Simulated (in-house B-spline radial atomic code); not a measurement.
Radial electron density of Pt3+, [Xe] 4f14 5d7. Computed with a radial B-spline atomic code at the basis-set limit: scalar-relativistic (X2C) PBE, spin-polarised, spherical fractional occupations, Fermi nucleus of rms radius 5.427 fm.

One-electron X2C: radii and densities carry no picture-change correction, so inner-shell <1/r> comes out high (for 1s by about 2 % at Z = 33, 5 % at 54, 10 % at 75, 30 % at 118) and <r> low.

Columns: r (bohr), 4πr²n(r) (electrons per bohr), bar.

```
0.000317    3.495 #
0.000391     4.66 #
0.000483    6.202 ##
0.000597    8.228 ##
0.000737    10.85 ###
 0.00091    14.24 ####
 0.00112     18.5 ######
 0.00139    24.12 #######
 0.00171    30.82 #########
 0.00212     39.3 ############
 0.00262    49.24 ###############
 0.00323     60.5 ##################
 0.00399    72.91 ######################
 0.00493    85.62 ##########################
 0.00609    97.37 #############################
 0.00752    106.6 ################################
 0.00928    111.5 ##################################
  0.0115    111.2 ##################################
  0.0142      106 ################################
  0.0175    98.84 ##############################
  0.0216    94.75 #############################
  0.0267    99.24 ##############################
   0.033    114.2 ###################################
  0.0407    133.6 ########################################
  0.0503    145.4 ############################################
  0.0621    139.7 ##########################################
  0.0767      122 #####################################
  0.0947    112.2 ##################################
   0.117    122.3 #####################################
   0.144    134.7 #########################################
   0.178    121.5 #####################################
    0.22    88.34 ###########################
   0.272    72.43 ######################
   0.336    82.26 #########################
   0.415    84.84 ##########################
   0.513    63.51 ###################
   0.633    38.08 ############
   0.782    24.84 ########
   0.966    19.77 ######
    1.19    14.85 ####
    1.47    9.027 ###
    1.82    4.384 #
    2.25    1.716 #
    2.78    0.515 
    3.43   0.1087 
    4.24  0.01366 
    5.23 0.0009268
```

On this grid the curve has 4 maxima, near 0.00928, 0.0503, 0.144, 0.415 bohr.

The 5d up radial function P(r) = rR(r), positive near the nucleus:

```csv
r (bohr),P
0.00609,0.001065
0.00928,0.003182
0.0142,0.009334
0.0216,0.0256
0.033,0.06503
0.0503,0.1428
0.0767,0.2498
0.117,0.2892
0.178,0.08829
0.272,-0.3137
0.415,-0.3908
0.633,0.1695
0.966,0.8012
1.47,0.8596
2.25,0.4639
3.43,0.1213
5.23,0.0109
```
